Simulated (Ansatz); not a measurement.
A nudged elastic band was laid between two geometries of C$_{2}$H$_{7}$GaO (11 atoms, charge 0, multiplicity 1).

The calculation used RKS PBE/def2-mTZVP (Ansatz).

```json
{
  "movable images": "7",
  "climbing image": "yes",
  "spring": "50.0 eV/Å²",
  "optimiser": "quadratic models (default)",
  "start path": "through a guess of the saddle point",
  "force threshold": "0.05 eV/Å",
  "iteration limit": "60",
  "end points": "relaxed"
}
```

Image 0:

```xyz
11
Properties=species:S:1:pos:R:3
Ga -0.694 -0.329 0.148
O 0.991 0.326 -0.012
C 2.038 -0.023 0.884
H -0.900 -1.316 1.370
C -1.931 0.326 -1.238
H 1.720 -0.727 1.677
H 2.433 0.884 1.374
H 2.868 -0.493 0.328
H -2.287 -0.504 -1.864
H -2.814 0.799 -0.787
H -1.425 1.057 -1.880
```

Image 8:

```xyz
11
Properties=species:S:1:pos:R:3
Ga -1.897 -0.914 0.347
O 0.300 -0.489 1.273
C 1.534 -0.111 0.628
H 0.469 -1.227 1.888
C -1.532 0.479 -1.150
H 2.259 0.277 1.360
H 1.280 0.683 -0.083
H 1.980 -0.954 0.077
H -0.753 0.134 -1.855
H -2.442 0.671 -1.746
H -1.199 1.450 -0.739
```

Q: Which bonds break or form, and what moves?

A: Bonds broken: Ga1–O2, Ga1–H4. Bonds formed: O2–H4. C2H7GaO becomes CH3Ga + CH4O.

Q: Give the energies along the band, and the barrier.

A: The forces met the threshold. The highest image is number 4 of 0 to 8, 49.0 kcal/mol above the first end and 26.5 kcal/mol above the last; the last end lies 22.6 kcal/mol above the first. The profile has 2 maxima (images 2, 4) with wells between them (image 3): this band takes more than one step, which may be the mechanism or a detour left from its start path. Neighbouring images differ by up to 2.1 eV, so the band resolves the path poorly. Another band between the same ends (7 images) ends at a top of the same energy, where a vibrational analysis finds 1 clearly imaginary mode. The orbitals stay closed-shell, which can raise the energy where a bond breaks towards radicals; this wasn't checked here.

| image | path coordinate (Å) | energy (kcal/mol) | Ga1–O2 (Å) | Ga1–H4 (Å) | O2–H4 (Å) |
| --- | --- | --- | --- | --- | --- |
| 0 | 0.00 | 0.0 | 1.82 | 1.58 | 2.86 |
| 1 | 2.20 | 0.8 | 1.82 | 1.58 | 2.89 |
| 2 | 4.41 | 6.5 | 1.82 | 1.58 | 2.90 |
| 3 | 6.61 | 0.9 | 1.82 | 1.57 | 2.80 |
| 4 | 8.82 | 49.0 | 2.07 | 1.67 | 1.45 |
| 5 | 9.32 | 29.8 | 2.28 | 2.05 | 1.02 |
| 6 | 9.83 | 23.4 | 2.46 | 2.59 | 0.98 |
| 7 | 10.34 | 22.8 | 2.46 | 2.76 | 0.98 |
| 8 | 10.84 | 22.6 | 2.42 | 2.84 | 0.98 |

Q: What is the geometry of the highest image?

A: 
```xyz
11
Properties=species:S:1:pos:R:3
Ga -1.265 -0.742 0.360
O 0.452 -0.122 1.336
C 1.753 -0.051 0.752
H -0.228 -1.389 1.503
C -1.711 0.425 -1.208
H 2.518 0.029 1.541
H 1.832 0.836 0.099
H 1.988 -0.944 0.141
H -1.000 0.228 -2.027
H -2.729 0.250 -1.581
H -1.610 1.481 -0.914
```

Time of the run: 6.7 min on 2 threads of AMD EPYC 7B13 (Zen 3) (shared host), peak memory 0.18 GiB.
